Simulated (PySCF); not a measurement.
Electron correlation in Kr²⁺ (krypton, charge +2)

[Ar] 3d10 4s2 4p4, high-spin 3P determinant. Computed with PySCF 2.14 in aug-cc-pVQZ-PP with ECP10MDF, with scalar relativity through the core potential. Frozen: 3s2 3p6 3d10; 6 electrons correlated.

MP2 pair energies summed by pair of shells (mhartree):

| pair | energy | share (%) |
| --- | --- | --- |
| 4s-4p | -56.30 | 46.6 |
| 4p-4p | -55.28 | 45.8 |
| 4s-4s | -9.24 | 7.6 |

Total MP2 correlation energy: -120.82 mhartree.

Same-spin part -25.77 and opposite-spin part -95.06 mhartree; SCS-MP2 scales them by 1/3 and 6/5 to -122.66 mhartree.
